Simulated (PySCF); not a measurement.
B(Me)(Et)(NMe2), SMILES CN(C)B(C)CC (GFN2-xTB optimised geometry):

```
21

B     -0.499    -0.035     0.000
C     -1.306    -1.411    -0.043
H     -1.142    -2.004     0.856
H     -1.016    -2.033    -0.889
H     -2.379    -1.251    -0.121
C     -1.338     1.331     0.000
C     -1.542     1.862    -1.425
H     -0.874     2.118     0.599
H     -2.325     1.165     0.437
H     -2.061     1.122    -2.031
H     -0.586     2.075    -1.899
H     -2.134     2.776    -1.422
N      0.890    -0.035     0.000
C      1.728     1.144    -0.012
C      1.707    -1.230    -0.001
H      2.379     1.159     0.869
H      2.366     1.146    -0.902
H      1.125     2.045    -0.016
H      2.322    -1.272    -0.906
H      2.378    -1.230     0.863
H      1.086    -2.118     0.040
```

Computed with B3LYP/def2-SVP run with PySCF 2.14.0.

What are the frontier orbital energies and the dipole moment?

HOMO-2 -8.71 eV, HOMO-1 -7.52 eV, HOMO -6.73 eV, LUMO 0.85 eV, LUMO+1 1.34 eV; dipole moment 1.50 D.

On the same geometry PBE/def2-SVP in PySCF 2.14.0 gives HOMO-2 -7.45 eV, HOMO-1 -6.34 eV, HOMO -5.67 eV, LUMO 0.11 eV, LUMO+1 0.82 eV; dipole moment 1.54 D.

Meta-Löwdin charges at B3LYP/def2-SVP: B1 0.17, C2 -0.41, H3 0.10, H4 0.10, H5 0.09, C6 -0.27, C7 -0.26, H8 0.08, H9 0.09, H10 0.09, H11 0.08, H12 0.09, N13 -0.15, C14 -0.17, C15 -0.18, H16 0.09, H17 0.09, H18 0.11, H19 0.09, H20 0.09, H21 0.11.
